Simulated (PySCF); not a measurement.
CH5F2NOSi, SMILES O[Si@@](CF)(N)F. Atoms are numbered in the order given.

```xyz
11

N      1.5029    -0.6320     0.5592
Si     0.1785     0.3463     0.1516
O      0.5980     1.4122    -1.0457
F     -0.3592     1.2844     1.3782
C     -1.2672    -0.8077    -0.2346
F     -0.7999    -1.9216    -0.9348
H      2.4621    -0.3061     0.5184
H      1.4247    -1.6346     0.4236
H      0.1396     2.2607    -1.0569
H     -1.7485    -1.1534     0.6984
H     -2.0466    -0.3072    -0.8368
```

The structure is a stationary point at B3LYP-D3(BJ)/def2-SVP. The structure was generated by enumeration; whether it is a known compound was not checked. Other conformers were not sampled.

All values below come from PBE/def2-TZVP in PySCF.

ESP charges are fitted to the potential on shells at 1.4 to 2.0 van der Waals radii. Atomic charges (e):

```tsv
atom	Mulliken	ESP fit	meta-Löwdin	Löwdin
N1	-0.58	-0.99	-0.73	-0.21
Si2	0.66	…	1.36	-0.13
O3	-0.48	-0.66	-0.73	-0.09
F4	-0.30	…	-0.50	0.01
C5	-0.11	…	-0.21	-0.43
F6	-0.22	-0.15	-0.31	0.08
H7	0.24	…	0.25	0.16
H8	0.24	…	0.25	0.17
H9	0.31	0.41	0.35	0.18
H10	0.12	0.16	0.13	0.13
H11	0.11	0.14	0.13	0.13
```

Problem. Some entries are withheld; supply them. (The exact figures need the calculation; the answer reports its results.)

Solution. 
- Si2, ESP fit: 0.95
- F4, ESP fit: -0.34
- C5, ESP fit: -0.31
- H7, ESP fit: 0.41
- H8, ESP fit: 0.38

Problem. Give the Mayer and Wiberg (Löwdin basis) orders of the bonds. (Estimate from the structure and the level; the computed values follow.)

Solution. 
| bond | Mayer | Wiberg |
|---|---|---|
| N1–Si2 | 1.23 | 1.57 |
| Si2–O3 | 1.26 | 1.67 |
| Si2–F4 | 1.13 | 1.65 |
| Si2–C5 | 0.94 | 1.06 |
| C5–F6 | 0.98 | 1.65 |
| N1–H7 | 0.91 | 0.95 |
| N1–H8 | 0.91 | 0.94 |
| O3–H9 | 0.88 | 1.02 |
| C5–H10 | 0.93 | 0.89 |
| C5–H11 | 0.94 | 0.89 |
